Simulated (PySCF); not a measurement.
# Electron correlation in P (phosphorus, neutral)

Starting occupation: [Ne] 3s2 3p2 4s1, 3p3/2 with m_j = +1/2, +3/2, 4s1/2 with m_j = +1/2. All numbers are calculated (PySCF 2.14, X2C-1e with screened-nucleus spin-orbit coupling, Gaussian nucleus, in x2c-TZVPall-2c with one added diffuse shell each of s, p type (6s7p2d1f, 44 functions)). Frozen: [Ne]; 5 electrons correlated; the 6 highest virtual spinors left out.

MP2 pair energies summed by pair of shells (mhartree):

```
 pair  energy  share (%)
3p-3s  -40.35       54.3
3s-3s  -16.74       22.5
3p-3p   -6.32        8.5
3s-4s   -5.62        7.6
3p-4s   -5.26        7.1
```

Total MP2 correlation energy: -74.31 mhartree.

The GHF reference relaxed away from the jj start to a determinant that is no pure jj level (⟨S²⟩ = 3.75, ⟨J²⟩ = 8.76); the energies belong to that determinant.
